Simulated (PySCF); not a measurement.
**Si (silicon, neutral): UHF calculation**

Configuration: [Ne] 3s1 3p3, high-spin 5S determinant (an excited configuration). Calculation: PySCF 2.14, in aug-cc-pwCVQZ (10s9p7d5f3g, 134 functions); the non-relativistic Hamiltonian (point nucleus).

* Total energy: -288.762880 hartree
* One-electron energy: -400.0431 hartree
* Hartree (Coulomb) energy: 131.7043 hartree
* Exchange energy: -20.4242 hartree
* Kinetic energy: 288.76227 hartree
* ⟨S²⟩: 6.0001
* ⟨L²⟩: 0.000
* Sum of ⟨r⟩: 14.56 bohr
* Sum of ⟨r²⟩: 32.40 bohr²
* Density at the nucleus (Gaussians lack the cusp): 1740 bohr⁻³
* Spin density at the nucleus: 4.43 bohr⁻³
* Langevin diamagnetic susceptibility: -25.7 ×10⁻⁶ cm³/mol

```json
{"shell": "1s α", "electrons": "1", "mean orbital energy (hartree)": "-68.84894", "rms radius, mean of both spins (bohr)": "0.129"}
{"shell": "1s β", "electrons": "1", "mean orbital energy (hartree)": "-68.81820", "rms radius, mean of both spins (bohr)": "0.129"}
{"shell": "2s α", "electrons": "1", "mean orbital energy (hartree)": "-6.19726", "rms radius, mean of both spins (bohr)": "0.615"}
{"shell": "2s β", "electrons": "1", "mean orbital energy (hartree)": "-6.15117", "rms radius, mean of both spins (bohr)": "0.615"}
{"shell": "2p α", "electrons": "3", "mean orbital energy (hartree)": "-4.30650", "rms radius, mean of both spins (bohr)": "0.599"}
{"shell": "2p β", "electrons": "3", "mean orbital energy (hartree)": "-4.26024", "rms radius, mean of both spins (bohr)": "0.599"}
{"shell": "3s α", "electrons": "1", "mean orbital energy (hartree)": "-0.72274", "rms radius, mean of both spins (bohr)": "2.33"}
{"shell": "3p α", "electrons": "3", "mean orbital energy (hartree)": "-0.34806", "rms radius, mean of both spins (bohr)": "2.83"}
```

Spin-orbit constants ζ (cm⁻¹) from the X2C one-electron operator on these orbitals (non-relativistic here): bare nucleus, nucleus screened by l(l+1)(2l+1)/3 electrons, and screened by the Breit-Pauli mean field of the electrons.

```csv
shell,bare,screened nucleus,mean field
2p,3849,3299,3050
3p,185.3,158.8,144.1
```
